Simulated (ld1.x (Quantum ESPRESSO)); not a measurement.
# Varying the TM semilocal potential for Ti

Base potential:

```
Element                 : Ti
Generator               : ld1.x (Quantum ESPRESSO) 7.5
Type                    : norm-conserving Troullier–Martins (semilocal form)
Functional              : PW91
Relativity              : scalar-relativistic
Frozen core             : [Ar]
Valence charge          : 4
Reference configuration : 3d2 4s0 4p0 (charge +2)
Partial waves           : 4s (bound, empty): rc 2.25 bohr; 3d (bound): rc 1.15 bohr; 4p (bound, empty): rc 3.00 bohr
Local potential         : the p channel
Core correction         : Bessel-smoothed model core, default radius (core density twice the valence density)
```

All-electron outer shells of the reference configuration (PW91, scalar-relativistic, ld1.x):

```json
{"shell": "3p", "level (eV)": "-54.84", "outermost node (bohr)": "0.37", "outermost maximum (bohr)": "0.90"}
{"shell": "3d", "level (eV)": "-19.76", "outermost node (bohr)": "–", "outermost maximum (bohr)": "0.97"}
{"shell": "4s", "level (eV)": "-17.02", "outermost node (bohr)": "1.23", "outermost maximum (bohr)": "2.61"}
{"shell": "4p", "level (eV)": "-12.59", "outermost node (bohr)": "1.35", "outermost maximum (bohr)": "3.11"}
```

Cutoffs, loose and tight: the cutoffs (Ry, on a coarse ladder) from which the occupation-weighted sum of valence levels, in a spherical-Bessel basis at the reference potential, stays within 10 and 1 mRy of its value at 400 Ry. They do not see the model core or the augmentation charge, which bear on the density cutoff. Test errors are all-electron minus pseudo excitation energies from the reference, over the configurations 3d2 4s2 4p0; 3d2 4s1 4p0; 3d1 4s0 4p0; 3d2 4s1.5 4p0; 3d3 4s0 4p0; 3d2 4s0 4p2; 3d1 4s2 4p1. A dash means not determined; rows that change the core or the reference have their own tests.

A semilocal file is local in each channel, so a ghost entry of none says nothing of the separable form that plane-wave codes build from it.

The default core radius of the base comes out at 1.84 bohr.

```csv
change,outcome,"cutoff, loose","cutoff, tight",bound ghosts,largest test error (meV)
base,generated,120 Ry,140 Ry,none,-565
core correction none,generated,120 Ry,140 Ry,none,+690
core correction Bessel-smoothed model core inside 0.46 bohr,generated,120 Ry,140 Ry,none,-588
core correction Bessel-smoothed model core inside 0.58 bohr,generated,120 Ry,140 Ry,none,-587
core correction Bessel-smoothed model core inside 0.76 bohr,generated,120 Ry,140 Ry,none,-588
core correction Bessel-smoothed model core inside 0.84 bohr,generated,120 Ry,140 Ry,none,-589
core correction Bessel-smoothed model core inside 0.98 bohr,generated,120 Ry,140 Ry,none,-589
core correction Bessel-smoothed model core inside 1.14 bohr,generated,120 Ry,140 Ry,none,-593
core correction Bessel-smoothed model core inside 1.28 bohr,generated,120 Ry,140 Ry,none,-593
core correction Bessel-smoothed model core inside 1.42 bohr,generated,120 Ry,140 Ry,none,-591
```
